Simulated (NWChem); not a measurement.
Molecule: SnH₂F₂; SMILES [F][SnH2][F]

All runs: NWChem. Structure relaxed at the PBE0/def2-SVP (def2 core potentials past Kr) level.

Problem. Estimate the computed values for Hartree-Fock/STO-3G, non-relativistic. Quantities: highest occupied level (eV); orbital gap (eV); dipole (D).

Solution. 
```json
{
 "highest occupied level (eV)": "-9.55",
 "orbital gap (eV)": "19.89",
 "dipole (D)": "2.17"
}
```
